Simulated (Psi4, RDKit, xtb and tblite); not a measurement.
Two geometries of SMILES CC(C)CC=O, singlet, relaxed at GFN2-xTB with one dihedral held; other torsions can differ between them too.

Structure A

```
16

C     -1.5005     0.9673     0.8423
C     -0.3893     0.1752     0.1582
C     -0.6336    -1.3266     0.2734
C      0.9778     0.5341     0.7551
C      2.1131     0.1777    -0.1552
O      3.1405    -0.3428     0.1757
H     -1.3562     2.0362     0.7031
H     -1.5160     0.7573     1.9097
H     -2.4683     0.6961     0.4272
H     -0.3814     0.4470    -0.9045
H      0.1712    -1.8817    -0.2037
H     -1.5717    -1.5992    -0.2045
H     -0.6827    -1.6240     1.3187
H      1.1189     0.0605     1.7277
H      1.0336     1.6191     0.8929
H      1.9314     0.4572    -1.2139
```

Structure B

```
16

C      1.6403    -1.2457    -1.0377
C      1.9733     0.1282    -0.4599
C      3.4356     0.1697    -0.0151
C      0.9789     0.5102     0.6684
C      1.6158     0.7492     2.0057
O      1.5408     1.7688     2.6319
H      0.6220    -1.2679    -1.4191
H      1.7431    -2.0163    -0.2762
H      2.3158    -1.4843    -1.8561
H      1.8549     0.8669    -1.2592
H      3.6665     1.1144     0.4723
H      4.0849     0.0661    -0.8821
H      3.6623    -0.6431     0.6705
H      0.2643    -0.3046     0.8093
H      0.4221     1.4074     0.3938
H      2.1583    -0.1256     2.4132
```

Question: Which is lower in energy at the level Psi4 with PBE0-D3(BJ)/def2-TZVP // GFN2-xTB, and by how much?

Answer: A is lower, by 4.70 kcal/mol (dihedral C1–C2–C4–C5: -160° in A, 120° in B).

E(B) − E(A) in kcal/mol at the other levels, on the same two geometries: GFN2-xTB (xtb and tblite) 3.81; MMFF94 // GFN2-xTB (RDKit) 5.36; PBE0/def2-TZVP // GFN2-xTB (Psi4) 4.83.
